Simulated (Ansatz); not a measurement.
`C[O][Cd][OH]` + HCl → `C[O][Cd][Cl]` + H₂O at 400 K and 1 bar (ligand exchange at a Cd–O bond).

Calculated with Ansatz (gas phase, PBE0-D4/def2-TZVP geometries, no zero-point term in ΔE). CBS: MP2 limit from def2 TZ/QZ plus the TZ coupled-cluster correction, frozen cores. This one scheme is used for every species. def2 core potentials past Kr. For Cd outer-core shells are correlated without core-valence functions, which leaves a few kJ/mol of doubt a bond. One conformer a species, not always the lowest.

```csv
species,CCSD(T)/CBS energy (Eh),H − E (kJ/mol),S (J/(mol·K))
`C[O][Cd][OH]`,-358.50510,170.2,373.2
HCl,-460.38127,29.6,195.4
`C[O][Cd][Cl]`,-742.55216,137.5,366.6
H₂O,-76.37941,69.8,198.6
```

H − E and S are ideal-gas, rigid-rotor, harmonic terms from PBE0-D4/def2-TZVP, for one conformer and one mirror image of each species. 1 Eh = 2625.50 kJ/mol, R = 8.31446 J/(mol·K).

Question: By hand: ΔE, ΔH, ΔS and ΔG.

Answer: ΔE = (-742.55216) + (-76.37941) − (-358.50510) − (-460.38127) = -0.04520 Eh = -118.7 kJ/mol. Δ(H − E) = 137.5 + 69.8 − 170.2 − 29.6 = 7.5, so ΔH = -111.2 kJ/mol. ΔS = 366.6 + 198.6 − 373.2 − 195.4 = -3.4 J/(mol·K). ΔG = -111.2 − 400 × (-3.4)/1000 = -109.8 kJ/mol.

Question: By hand: the equilibrium constant, and the temperature at which ΔG would vanish if ΔH and ΔS stayed fixed.

Answer: log₁₀ K = −ΔG/(RT ln 10) = 14.3. ΔG = 0 at ΔH/ΔS = 32706 K, far beyond where these terms or the molecules hold.

The number of gas molecules stays the same, so ΔS is small and ΔH decides. A doubt of 5 kJ/mol in ΔE shifts log₁₀ K by 0.7 here. Other conformers and mirror images would add mixing entropy, several J/(mol·K) or more a flexible species. These are equilibria of isolated gas molecules and say nothing of rates. Largest T1 diagnostic: 0.017 (customary marks: 0.02 for closed shells, 0.045 for open ones).
